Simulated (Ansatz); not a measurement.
Molecule: C4H8N, net charge 0, doublet state. It need not be the lowest isomer of its formula. 
Geometry from a B3LYP-D3(BJ)/def2-TZVP (Ansatz, a program for electronic structure) optimisation:
```xyz
13

C     -1.5300     0.2216     0.0210
C     -0.6733    -0.9781     0.2799
C      0.5469    -0.0127     0.3631
C     -0.3691     1.1582    -0.1032
N      1.6343    -0.3311    -0.5484
H     -2.5936     0.3469    -0.1251
H     -0.5887    -1.6690    -0.5686
H     -0.8892    -1.5695     1.1758
H      0.8648     0.1286     1.4034
H     -0.3731     2.0545     0.5258
H     -0.1420     1.4681    -1.1313
H      2.1041    -1.1830    -0.2605
H      2.3305     0.4069    -0.5457
```
Charge 0, spin multiplicity 2.

Basis-set convergence of Hartree-Fock and MP2 correlation energies (hartree) with Ansatz. Valence correlation only, unless marked. Open shells are spin-unrestricted. No spin-orbit coupling. No relativistic terms.

```tsv
basis	functions	E(HF)	E(corr, MP2)
cc-pVDZ	110	-210.50937	-0.70062
cc-pVTZ	262	[?]	[?]
```

Task: Fill in the missing entries.

Result: 
- cc-pVTZ, E(HF): -210.56738
- cc-pVTZ, E(corr, MP2): -0.86188
